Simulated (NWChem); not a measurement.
Species: PbHSF, singlet; SMILES [F][Pb][SH]

```xyz
4

Pb     0.2281     0.3483     0.0000
F     -1.7456     0.9299     0.0000
S     -0.2536    -2.1550     0.0000
H      1.0678    -2.4488     0.0000
```
Atoms are numbered in this order, from 1.

All runs: NWChem. Low-valent species are run as closed-shell singlets; no triplet was tried in these runs. All runs use the structure optimised with PBE0/def2-SVP. def2 effective core potentials on Pb; no spin-orbit coupling. Level M06-2X/def2-SVP: energy and gradient on several grids; changes count from the extra-fine grid, which is no exact limit either.

```csv
grid,size of the energy change (μHa),largest change of a gradient component (μHa/bohr)
xcoarse,1000,5000
coarse,400,400
medium,< 10,500
fine,< 10,100
xfine,< 10,< 30
```
